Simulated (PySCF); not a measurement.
These 3 structures share the formula C8H10. Theory: PBE0-D3(BJ)/def2-SVP geometry optimisation, gas phase in PySCF. One conformer each; no zero-point energy, no entropy. No frequencies were run at this level. Point groups hold within 0.08 Å.

Problem. Order them by energy at this level, lowest first, and give relative energies in kcal/mol.
A. `CC1=C[C@H]2C=C[C@@H]1C2`
B. `Cc1ccccc1C` (o-xylene)
C. `[CH2:1]=[C:2]1[CH2:3][CH:4]([C:5]#[C:6][CH3:7])[CH2:8]1` with C1–C2–C3–C4 158°, C2–C3–C4–C5 138°, C3–C4–C8–C2 -15°, C1–C2–C8–C4 -158°

Solution. B (0.0), A (46.5), C (80.2).

As drawn, the lowest has an aromatic ring, which the highest lacks; the highest has a four-membered ring, a C≡C bond and a C=C bond outside aromatic rings, which the lowest lacks.

```tsv
SMILES	E (Eh)	E rel (kcal/mol)	dipole (D)	point group	A, B, C (MHz)
Cc1ccccc1C	-310.30027	0.0	0.71	C2v	3181, 2150, 1304
CC1=C[C@H]2C=C[C@@H]1C2	-310.22616	46.5	0.39	C1	3830, 2043, 1872
C=C1CC(C#CC)C1	-310.17254	80.2	0.66	–	8237, 844.6, 809.9
```
